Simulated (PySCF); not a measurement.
PySCF input file for In(H)(SiH3)2 (H₇InSi₂), SMILES [SiH3][InH][SiH3], PBE-D3(BJ)/def2-SVP. The structure is a stationary point at PBE-D3(BJ)/def2-SVP. The structure was generated by enumeration; whether it is a known compound was not checked. The def2 effective core potentials stand for the cores of In; spin–orbit coupling is left out.

```python
import numpy as np
from pyscf import gto, scf, dft, df
from pyscf.hessian import thermo

mol = gto.M(
    atom='''
    In   -0.40283968   -0.29113344    0.00712283
    H    -1.82197935   -1.32625317    0.01211694
    Si    1.78880360   -1.18661707    1.09648657
    H     1.52817729   -1.75950191    2.46767862
    H     2.85463873   -0.13018972    1.23215904
    H     2.35769825   -2.29965325    0.24911830
    Si   -0.59064101    2.05422618   -1.11411401
    H    -1.66025286    2.87631468   -0.43686540
    H    -0.98645996    1.91687099   -2.56424846
    H     0.69304594    2.84142302   -1.06219365
    ''',
    basis='def2-SVP',
    ecp={'In': 'def2-svp'},
    charge=0,
    spin=0,
    max_memory=1600,
    verbose=3,
)
mf = dft.RKS(mol, xc='pbe').density_fit(auxbasis='def2-universal-jkfit')
mf.disp = 'd3bj'
mf.grids.level = 3
mf.conv_tol = 1e-11
mf.max_cycle = 100
mf.kernel()

# analytic Hessian; the response equations are solved on a coarser grid
h, args, fine = mf.Hessian(), (mf.mo_energy, mf.mo_coeff, mf.mo_occ), mf.grids
h.max_memory = max(150, 2.5e-5 * df.make_auxmol(mol, mf.with_df.auxbasis).nao * mol.nelec[0] * (mol.nelec[0] + mol.nao))  # MB; small integral blocks
h1ao = h.make_h1(mf.mo_coeff, mf.mo_occ)
mf.grids = dft.Grids(mol).set(level=1).build(with_non0tab=True)
mo1, mo_e1 = h.solve_mo1(*args, h1ao)
mf.grids = fine
hess = h.hess_elec(*args, mo1, mo_e1, h1ao) + h.hess_nuc()
if mf.do_disp():
    hess += h.get_dispersion()
for i in range(mol.natm):  # the analytic DFT Hessian lacks the response of the grid: restore translational invariance
    hess[i, i] -= hess[i].sum(axis=0)
hess = (hess + hess.transpose(1, 0, 3, 2)) / 2
vib = thermo.harmonic_analysis(mol, hess, imaginary_freq=False)
thermo.dump_normal_mode(mol, vib)
th = thermo.thermo(mf, vib['freq_au'][vib['freq_au'] > 0], 298.15, 101325)
thermo.dump_thermo(mol, th)
g0 = mf.nuc_grad_method().set(verbose=0).kernel()

# dipole derivatives [dipole axis, atom, xyz] from the same response
r, irp = mol.intor('int1e_r'), mol.intor('int1e_irp').reshape(3, 3, mol.nao, mol.nao)
sl, dm0, ok = mol.aoslice_by_atom(), np.array(mf.make_rdm1()), []
dmu = np.einsum('a,xt->xat', mol.atom_charges(), np.eye(3))
for a, (_, _, p0, p1) in enumerate(sl):
    dmu[:, a] += 2 * np.einsum('xtij,ij->xt', irp[:, :, :, p0:p1], dm0.reshape(-1, mol.nao, mol.nao).sum(0)[:, p0:p1])
    for u, c, occ, f in [(mo1, mf.mo_coeff, mf.mo_occ, 4)]:
        dmu[:, a] -= f * np.einsum('tui,xuv,vi->xt', u[a], r, c[:, occ > 0], optimize=True)
L = vib['norm_mode']
ir = 974.8801 * (np.einsum('xat,kat->kx', dmu, L) ** 2).sum(1)       # km/mol
apt = np.einsum('xax->a', dmu) / 3

# polarisability derivatives from nuclear gradients in small electric fields
h0, F = mf.get_hcore(), 0.005
def in_field(f, guess):
    m = mf.copy()
    m.verbose, m.conv_tol, m.conv_tol_grad = 0, 1e-11, 2e-7
    m.get_hcore = lambda *a: h0 + np.einsum('x,xij->ij', f, r)
    m.kernel(guess)
    ok.append(m.converged)
    dm = np.array(m.make_rdm1())
    g = m.nuc_grad_method().kernel() - np.outer(mol.atom_charges(), f)
    for a, (_, _, p0, p1) in enumerate(sl):
        g[a] -= 2 * np.einsum('x,xtij,ij->t', f, irp[:, :, :, p0:p1], dm[:, p0:p1])
    return g, -np.einsum('xij,ij->x', r, dm), dm
E = np.eye(3) * F
g0, _, dm0 = in_field(np.zeros(3), dm0)
gp = [in_field(e, dm0) for e in E]
gm = [in_field(-e, 2 * dm0 - p[2]) for e, p in zip(E, gp)]
alpha = np.array([(p[1] - q[1]) / (2 * F) for p, q in zip(gp, gm)])  # bohr^3
check = abs(np.array([-(p[0] - q[0]) / (2 * F) for p, q in zip(gp, gm)]) - dmu).max()
print('static polarisability / bohr^3:', alpha.round(3))
print('largest difference of analytic and finite-field dipole derivatives / e:', check)
da = np.zeros((3, 3, mol.natm, 3))
for x in range(3):
    da[x, x] = -(gp[x][0] + gm[x][0] - 2 * g0) / F**2
for x, y in ((0, 1), (0, 2), (1, 2)):
    up, down = in_field(E[x] + E[y], gp[x][2] + gp[y][2] - dm0), in_field(-E[x] - E[y], gm[x][2] + gm[y][2] - dm0)
    both = -(up[0] + down[0] - 2 * g0) / F**2
    da[x, y] = da[y, x] = (both - da[x, x] - da[y, y]) / 2
aq = np.einsum('xyat,kat->kxy', da, L) * 0.529177210903**2           # A^2/amu^1/2
a = np.einsum('kxx->k', aq) / 3
g2 = 1.5 * (aq**2).sum((1, 2)) - 4.5 * a**2
raman, depol = 45 * a**2 + 7 * g2, 3 * g2 / (45 * a**2 + 4 * g2 + 1e-12)
print('mode   freq/cm-1   IR/(km/mol)   Raman/(A^4/amu)   depolarisation')
for k, w in enumerate(vib['freq_wavenumber']):
    print(f'{k + 1:4d} {w:11.2f} {ir[k]:13.3f} {raman[k]:17.3f} {depol[k]:16.3f}')
print('max |gradient| / (hartree/bohr):', abs(g0).max())
print('APT charges:', apt.round(4))
```

Log of the run:

```
converged SCF energy = -772.798441494299

WARN: DFTD3 does not support analytical Hessian, using finite difference


WARN: Mole.unit (angstrom) is changed to Bohr

Mode                                 0                   1                   2
Irrep
Freq [cm^-1]                      -26.9105            -22.8576             61.0978
Reduced mass [au]                   1.0289              1.1047              4.8096
Force const [Dyne/A]               -0.0004             -0.0003              0.0106
Char temp [K]                     -38.7183            -32.8870             87.9062
Normal mode                   x     y     z       x     y     z       x     y     z
       0  In                -0.00 -0.00 -0.00    0.01 -0.00 -0.02    0.04  0.03  0.00
       1   H                -0.00  0.00 -0.01    0.02 -0.02 -0.02    0.03  0.02 -0.00
       2  Si                -0.00  0.01  0.02   -0.01  0.00  0.03   -0.03 -0.09  0.03
       3   H                -0.03 -0.24 -0.10    0.00  0.45  0.22   -0.12 -0.17 -0.02
       4   H                -0.11  0.09  0.25    0.15 -0.11 -0.36    0.02 -0.16  0.15
       5   H                 0.15  0.21 -0.14   -0.23 -0.34  0.32   -0.05 -0.07 -0.02
       6  Si                 0.01 -0.00 -0.00   -0.02  0.01  0.03   -0.10 -0.00 -0.03
       7   H                 0.35  0.15  0.35    0.15  0.07  0.23   -0.13 -0.06 -0.01
       8   H                -0.48  0.07  0.13   -0.28  0.07  0.09   -0.14 -0.07 -0.01
       9   H                 0.14 -0.19 -0.40    0.04 -0.07 -0.17   -0.15  0.09 -0.10
Mode                                 3                   4                   5
Irrep
Freq [cm^-1]                      254.6139            280.7969            288.2525
Reduced mass [au]                   7.9851              1.0813              6.4408
Force const [Dyne/A]                0.3050              0.0502              0.3153
Char temp [K]                     366.3327            404.0042            414.7311
Normal mode                   x     y     z       x     y     z       x     y     z
       0  In                 0.02  0.02  0.00    0.00 -0.00  0.02    0.03 -0.04  0.02
       1   H                 0.04 -0.00 -0.05    0.25 -0.35 -0.73   -0.09  0.13  0.14
       2  Si                -0.10  0.05 -0.05   -0.01  0.01 -0.01   -0.09  0.04 -0.04
       3   H                -0.09  0.03 -0.06    0.14 -0.08 -0.01   -0.10  0.05 -0.04
       4   H                -0.07  0.01 -0.05    0.08 -0.07 -0.10   -0.12  0.06 -0.05
       5   H                -0.14  0.04 -0.08   -0.21  0.03 -0.16   -0.07  0.04 -0.03
       6  Si                 0.01 -0.11  0.05   -0.00  0.03 -0.01   -0.01  0.09 -0.04
       7   H                 0.00 -0.12  0.05    0.03  0.18 -0.15   -0.02  0.05 -0.01
       8   H                 0.00 -0.13  0.06    0.01 -0.15 -0.00   -0.02  0.15 -0.05
       9   H                -0.00 -0.08  0.03    0.04 -0.03 -0.12   -0.03  0.13 -0.02
Mode                                 6                   7                   8
Irrep
Freq [cm^-1]                      352.7262            356.3276            437.9688
Reduced mass [au]                   1.0907              1.0438              1.1730
Force const [Dyne/A]                0.0800              0.0781              0.1326
Char temp [K]                     507.4945            512.6760            630.1396
Normal mode                   x     y     z       x     y     z       x     y     z
       0  In                -0.00  0.00 -0.00    0.00 -0.00 -0.00   -0.00  0.01  0.02
       1   H                -0.04  0.05 -0.03    0.29 -0.40  0.34    0.11 -0.15 -0.37
       2  Si                -0.00  0.01  0.04    0.00  0.02 -0.00    0.01 -0.01 -0.04
       3   H                 0.40 -0.18  0.03   -0.24 -0.08 -0.09   -0.32  0.18 -0.02
       4   H                 0.11 -0.07 -0.21    0.26 -0.26  0.18   -0.11  0.08  0.16
       5   H                -0.31  0.10 -0.30   -0.21 -0.06 -0.05    0.29 -0.10  0.27
       6  Si                 0.01 -0.02 -0.03   -0.02  0.00 -0.01    0.01 -0.02 -0.04
       7   H                -0.04 -0.35  0.31    0.12  0.15  0.02   -0.00 -0.28  0.27
       8   H                -0.08  0.41 -0.04    0.12  0.28 -0.07   -0.08  0.36 -0.04
       9   H                -0.09  0.14  0.19    0.16 -0.30  0.24   -0.07  0.10  0.17
Mode                                 9                  10                  11
Irrep
Freq [cm^-1]                      457.3718            514.6289            796.3104
Reduced mass [au]                   1.1625              1.0852              1.1051
Force const [Dyne/A]                0.1433              0.1693              0.4129
Char temp [K]                     658.0562            740.4364           1145.7133
Normal mode                   x     y     z       x     y     z       x     y     z
       0  In                -0.01 -0.01 -0.00   -0.00  0.00 -0.00    0.00 -0.00  0.00
       1   H                -0.01  0.02  0.03    0.40 -0.55  0.36   -0.05  0.07 -0.05
       2  Si                 0.02  0.04 -0.01   -0.03 -0.02 -0.00   -0.03  0.02 -0.02
       3   H                -0.32 -0.07 -0.11    0.23  0.03  0.07    0.35 -0.13  0.01
       4   H                 0.32 -0.30  0.24   -0.17  0.15 -0.13    0.25 -0.27  0.15
       5   H                -0.23 -0.09 -0.02    0.17  0.05  0.04    0.27 -0.06  0.27
       6  Si                 0.04  0.01  0.01    0.03  0.02 -0.00   -0.01  0.03 -0.02
       7   H                -0.14 -0.24  0.03   -0.10 -0.19  0.05   -0.04 -0.27  0.27
       8   H                -0.16 -0.24  0.08   -0.10 -0.18  0.06    0.04 -0.38  0.02
       9   H                -0.19  0.40 -0.25   -0.10  0.22 -0.13    0.17 -0.30  0.19
Mode                                12                  13                  14
Irrep
Freq [cm^-1]                      824.3967            897.9082            900.9366
Reduced mass [au]                   1.0948              1.0321              1.0311
Force const [Dyne/A]                0.4384              0.4903              0.4931
Char temp [K]                    1186.1233           1291.8899           1296.2472
Normal mode                   x     y     z       x     y     z       x     y     z
       0  In                 0.00  0.00  0.00   -0.00  0.00 -0.00   -0.00 -0.00  0.00
       1   H                 0.02  0.01 -0.00    0.01 -0.02  0.01    0.00 -0.00 -0.00
       2  Si                -0.03  0.01 -0.01    0.01  0.02 -0.00   -0.01 -0.02  0.00
       3   H                 0.38 -0.13  0.01    0.04 -0.39 -0.16   -0.05  0.37  0.15
       4   H                 0.23 -0.25  0.13   -0.18  0.20 -0.03    0.19 -0.21  0.02
       5   H                 0.29 -0.06  0.28   -0.21 -0.33  0.29    0.23  0.32 -0.28
       6  Si                 0.00 -0.03  0.02   -0.02 -0.01 -0.00   -0.02 -0.01 -0.00
       7   H                 0.05  0.29 -0.28    0.29  0.11  0.34    0.29  0.11  0.34
       8   H                -0.04  0.40 -0.03    0.42 -0.10 -0.11    0.43 -0.10 -0.11
       9   H                -0.16  0.27 -0.17   -0.13  0.19 -0.12   -0.13  0.20 -0.13
Mode                                15                  16                  17
Irrep
Freq [cm^-1]                      906.9173            908.6903           1680.3994
Reduced mass [au]                   1.0336              1.0317              1.0162
Force const [Dyne/A]                0.5009              0.5019              1.6906
Char temp [K]                    1304.8520           1307.4030           2417.7207
Normal mode                   x     y     z       x     y     z       x     y     z
       0  In                 0.00 -0.00  0.00    0.00 -0.00 -0.00    0.01  0.00 -0.00
       1   H                -0.00  0.00 -0.00   -0.01  0.01  0.02   -0.80 -0.58  0.00
       2  Si                -0.00  0.01  0.02    0.00 -0.01 -0.02   -0.00  0.00 -0.00
       3   H                -0.26 -0.24 -0.14    0.25  0.24  0.14    0.01  0.00 -0.01
       4   H                 0.15 -0.08 -0.49   -0.14  0.08  0.48    0.01 -0.01  0.01
       5   H                 0.25  0.11  0.05   -0.25 -0.10 -0.05    0.00  0.00  0.01
       6  Si                 0.01 -0.01 -0.02    0.01 -0.01 -0.02    0.00 -0.00  0.00
       7   H                 0.21  0.24  0.02    0.22  0.25  0.02    0.00 -0.00 -0.01
       8   H                -0.26 -0.20  0.08   -0.25 -0.20  0.08   -0.00  0.01  0.01
       9   H                -0.14  0.19  0.46   -0.15  0.21  0.45   -0.00  0.01 -0.01
Mode                                18                  19                  20
Irrep
Freq [cm^-1]                     2126.8577           2129.9119           2143.1660
Reduced mass [au]                   1.0223              1.0229              1.0502
Force const [Dyne/A]                2.7247              2.7341              2.8421
Char temp [K]                    3060.0747           3064.4690           3083.5388
Normal mode                   x     y     z       x     y     z       x     y     z
       0  In                -0.00  0.00 -0.00    0.00  0.00  0.00    0.00 -0.00 -0.00
       1   H                 0.00 -0.00  0.00   -0.01 -0.01  0.00    0.00  0.00  0.00
       2  Si                 0.01 -0.01  0.00   -0.01  0.01  0.00   -0.00  0.00  0.01
       3   H                 0.08  0.14 -0.36   -0.06 -0.11  0.27    0.03  0.06 -0.13
       4   H                -0.18 -0.20 -0.02    0.13  0.14  0.01   -0.03 -0.03 -0.00
       5   H                -0.22  0.44  0.35    0.19 -0.37 -0.29    0.04 -0.08 -0.06
       6  Si                 0.01 -0.01  0.01    0.01 -0.01  0.01    0.01 -0.01 -0.03
       7   H                -0.29  0.21  0.19   -0.37  0.27  0.24   -0.48  0.36  0.29
       8   H                -0.11 -0.05 -0.39   -0.13 -0.06 -0.49    0.19  0.06  0.66
       9   H                 0.20  0.11  0.01    0.22  0.12  0.02   -0.00 -0.01 -0.01
Mode                                21                  22                  23
Irrep
Freq [cm^-1]                     2143.9744           2154.8147           2156.7331
Reduced mass [au]                   1.0486              1.0493              1.0489
Force const [Dyne/A]                2.8400              2.8705              2.8746
Char temp [K]                    3084.7018           3100.2985           3103.0588
Normal mode                   x     y     z       x     y     z       x     y     z
       0  In                -0.00  0.00  0.00    0.00 -0.00  0.00    0.00  0.00  0.00
       1   H                 0.00  0.00 -0.00   -0.00  0.00 -0.00   -0.01 -0.00  0.00
       2  Si                -0.01  0.01  0.04   -0.02 -0.02  0.00    0.02  0.02 -0.00
       3   H                 0.13  0.30 -0.69    0.04  0.09 -0.24   -0.03 -0.08  0.20
       4   H                -0.14 -0.13 -0.00    0.47  0.47  0.06   -0.43 -0.43 -0.06
       5   H                 0.21 -0.41 -0.30   -0.05  0.08  0.07    0.05 -0.07 -0.06
       6  Si                -0.00  0.00  0.01    0.02  0.01  0.00    0.03  0.01  0.00
       7   H                 0.10 -0.08 -0.06   -0.11  0.09  0.07   -0.11  0.09  0.07
       8   H                -0.03 -0.01 -0.11   -0.04 -0.01 -0.16   -0.04 -0.01 -0.16
       9   H                 0.00  0.00  0.00   -0.53 -0.32 -0.02   -0.58 -0.35 -0.02
temperature 298.1500 [K]
pressure 101325.00 [Pa]
Rotational constants [GHz] 6.31674 1.44499 1.20945
Symmetry number 1
Zero-point energy (ZPE) 0.05188 [Eh]   136223.562 [J/mol]
                           tot       elec      trans        rot        vib
Entropy [J/mol/K]       350.696      0.000    173.375    116.179     61.142
Cv [J/mol/K]             98.345      0.000     12.472     12.472     73.402
Cp [J/mol/K]            106.660      0.000     20.786     12.472     73.402
Internal energy [J/mol]                      3718.434   3718.434 146720.235
Internal energy [Eh]   -772.73973  -772.79844
Enthalpy [J/mol]                             6197.391   3718.434 146720.235
Enthalpy [Eh]          -772.73878
Gibbs free energy [J/mol]                  -45494.217 -30920.247 128490.614
Gibbs free energy [Eh] -772.77861
static polarisability / bohr^3: [[104.297 -13.323  16.462]
 [-13.327 112.367 -22.8  ]
 [ 16.456 -22.789  86.341]]
largest difference of analytic and finite-field dipole derivatives / e: 0.0009559439569797323
mode   freq/cm-1   IR/(km/mol)   Raman/(A^4/amu)   depolarisation
   1      -26.91         0.033             0.042            0.749
   2      -22.86         0.208             0.263            0.749
   3       61.10         1.914             3.667            0.671
   4      254.61         1.251            51.698            0.159
   5      280.80        36.265            18.094            0.725
   6      288.25        28.975             6.291            0.749
   7      352.73         0.244             4.132            0.649
   8      356.33        47.053             0.231            0.732
   9      437.97         0.462             0.373            0.451
  10      457.37         0.206            12.058            0.747
  11      514.63       158.055            22.263            0.750
  12      796.31       469.599             3.481            0.750
  13      824.40        79.604             4.459            0.443
  14      897.91         3.252            30.599            0.750
  15      900.94        61.384            28.029            0.750
  16      906.92         0.609             7.337            0.749
  17      908.69        61.129            43.400            0.750
  18     1680.40       272.048           322.128            0.192
  19     2126.86       146.726            10.521            0.280
  20     2129.91         6.419           626.613            0.034
  21     2143.17        52.001           241.430            0.743
  22     2143.97       110.154           133.471            0.560
  23     2154.81         6.577            36.366            0.749
  24     2156.73       156.218           247.855            0.668
max |gradient| / (hartree/bohr): 6.084519428277142e-05
APT charges: [ 0.7647 -0.3636  0.5006 -0.24   -0.2301 -0.2311  0.5009 -0.2354 -0.2356
 -0.2304]
```

The calculation finished and met its thresholds. The end point has an imaginary mode, so it is no minimum.
